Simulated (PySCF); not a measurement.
## Br³⁺ (bromine, charge +3) across methods

[Ar] 3d10 4s2 4p2, high-spin 3P determinant. All numbers are calculated (PySCF 2.14, scalar relativity by spin-free X2C-1e, in x2c-TZVPPall with one added diffuse shell each of s, p, d type (7s6p5d1f, 57 functions)).

| method | E (hartree) | mean ε 4s α (eV) | mean ε 4s β (eV) | mean ε 4p α (eV) | Σ⟨r²⟩ (bohr²) | ⟨S²⟩ |
| --- | --- | --- | --- | --- | --- | --- |
| r2SCAN | -2603.663 | -55.947 | -52.918 | -41.413 | 19.93 | 2.003 |
| HSE06 | -2603.394 | -56.954 | -53.833 | -42.041 | 19.96 | 2.002 |
| wB97X-V | -2603.483 | -59.985 | -56.841 | -44.850 | 19.98 | 2.002 |
| PBE | -2603.347 | -55.085 | -52.739 | -40.829 | 19.95 | 2.001 |
| LDA | -2599.941 | -55.286 | -53.228 | -40.876 | 19.92 | 2.001 |
| UHF | -2602.00448 | -63.337 | -56.656 | -46.647 | 20.11 | 2.007 |
| TPSSh | -2603.607 | -56.288 | -53.152 | -41.687 | 19.95 | 2.002 |
| PBE0 | -2603.403 | -57.390 | -54.067 | -42.496 | 19.96 | 2.002 |

(1) Estimate the same row for BHandHLYP.

Results:

(1) E (hartree) = -2603.686; mean ε 4s α (eV) = -59.490; mean ε 4s β (eV) = -55.518; mean ε 4p α (eV) = -43.893; Σ⟨r²⟩ (bohr²) = 19.99; ⟨S²⟩ = 2.003.
